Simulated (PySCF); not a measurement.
Species: C5H5ClF4.
SMILES with atom numbers: `[F:1][CH2:2]/[CH:3]=[CH:4]/[C@H:5]([Cl:6])[C:7]([F:8])([F:9])[F:10]` (hydrogens: H11, H12 on C2; H13 on C3; H14 on C4; H15 on C5)

Structure used (GFN2-xTB), in Å, numbered top down from 1:
```xyz
15
C5H5ClF4 angstrom
F      2.6195   -0.7112   -1.1690
C      2.5739    0.2398   -0.1875
C      1.2078    0.3820    0.3963
C      0.1575   -0.3244    0.0087
C     -1.1944   -0.1769    0.6167
Cl    -1.6306   -1.6726    1.5165
C     -2.2608    0.0392   -0.4547
F     -3.4852    0.1727    0.0625
F     -2.0117    1.1702   -1.1376
F     -2.3130   -0.9468   -1.3493
H      2.9018    1.1847   -0.6394
H      3.2944   -0.0611    0.5840
H      1.1346    1.1249    1.1782
H      0.2474   -1.0695   -0.7691
H     -1.2458    0.6569    1.3219
```

Computed at PBE0/pcSseg-1 (PySCF, non-relativistic), with Q(35Cl) = −0.0817 b: Cl6, 35Cl (I = 3/2): χzz = -81.18 MHz, η = 0.008.

(1) Find the zero-field quadrupole resonance frequencies of 35Cl at Cl6.

(2) Apply the simplest Townes–Dailey estimate (no s hybridisation, no π bonding), ionic character = 1 − χzz/χ0, where χ0 is the coupling for one missing p electron along the bond: −109.74 MHz for 35Cl.

Answers

(1) From ν = (|χ|/2)√(1 + η²/3): ν = 40.59 MHz (alkyl chlorine). For 37Cl the ratio of quadrupole moments, 0.7881, gives 31.99 MHz.

(2) Cl6 on C5: 1 − (-81.18)/(-109.74) = 0.26. In this model a purely covalent bond gives χ0 and a free halide ion gives zero; s hybridisation or π bonding, where present, is counted here as ionic character.

In a crystal, neighbours and librations shift these lines. Isolated species at its GFN2-xTB geometry (one conformer only). GFN2-xTB bond lengths can be off by several hundredths of an ångström, more for odd bonds, and the gradients follow them. With a basis this small, the couplings can be 20 % off.

The run behind these numbers computed NMR shieldings as well. Time: 52 s of wall time; peak memory 0.89 GiB. Hardware: an Arm Neoverse N1 with one thread, shared host with 64 logical CPUs at a one-minute load of 51.
